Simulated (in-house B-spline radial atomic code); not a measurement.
**I: [Kr] 4d10 5s2 5p5**

Level of theory: Dirac-Kohn-Sham PBEsol, spherical fractional occupations, Fermi nucleus of rms radius 4.75 fm; calculated with a B-spline radial code for spherical atoms.

Screening seen three ways: the hydrogenic charge with the same mean radius, Z_r = [3n² - l(l+1)]/(2<r>), the one with the same energy, Z_e = n√(-2ε), and Slater's rules. Values are occupation-weighted means over j. An effective charge above Z reflects the relativistic contraction of the inner shells.

```json
{"shell": "1s", "electrons": "2", "ε (eV)": "-32942", "<r> (bohr)": "0.02723", "Z_r": "55.08", "Z_e": "49.21", "Slater": "52.70"}
{"shell": "2s", "electrons": "2", "ε (eV)": "-5088.2", "<r> (bohr)": "0.1168", "Z_r": "51.37", "Z_e": "38.68", "Slater": "48.85"}
{"shell": "2p", "electrons": "6", "ε (eV)": "-4575.8", "<r> (bohr)": "0.1023", "Z_r": "48.89", "Z_e": "36.68", "Slater": "48.85"}
{"shell": "3s", "electrons": "2", "ε (eV)": "-1026.7", "<r> (bohr)": "0.314", "Z_r": "43.00", "Z_e": "26.06", "Slater": "41.75"}
{"shell": "3p", "electrons": "6", "ε (eV)": "-859.65", "<r> (bohr)": "0.3119", "Z_r": "40.08", "Z_e": "23.85", "Slater": "41.75"}
{"shell": "3d", "electrons": "10", "ε (eV)": "-605.15", "<r> (bohr)": "0.2888", "Z_r": "36.36", "Z_e": "20.01", "Slater": "31.85"}
{"shell": "4s", "electrons": "2", "ε (eV)": "-180.13", "<r> (bohr)": "0.7401", "Z_r": "32.43", "Z_e": "14.55", "Slater": "25.25"}
{"shell": "4p", "electrons": "6", "ε (eV)": "-127.57", "<r> (bohr)": "0.7918", "Z_r": "29.05", "Z_e": "12.25", "Slater": "25.25"}
{"shell": "4d", "electrons": "10", "ε (eV)": "-50.146", "<r> (bohr)": "0.9222", "Z_r": "22.77", "Z_e": "7.68", "Slater": "13.85"}
{"shell": "5s", "electrons": "2", "ε (eV)": "-17.426", "<r> (bohr)": "1.964", "Z_r": "19.09", "Z_e": "5.66", "Slater": "7.60"}
{"shell": "5p", "electrons": "5", "ε (eV)": "-7.1222", "<r> (bohr)": "2.469", "Z_r": "14.78", "Z_e": "3.62", "Slater": "7.60"}
```

The least bound orbital is 5p3/2 at -6.785 eV, and it is also the most diffuse (<r> = 2.511 bohr).

Spin-orbit splittings of the orbital energies (j = l + 1/2 above j = l - 1/2 when positive): 2p 298.5 eV, 3p 56.16 eV, 3d 11.82 eV, 4p 10.97 eV, 4d 1.717 eV, 5p 1.012 eV.

For the 1s electron the small component carries 3.81 % of the norm, the zero-frequency Breit interaction raises the level by 81.74 eV, self-energy by 46.84 eV, and vacuum polarisation lowers it by 6.463 eV.
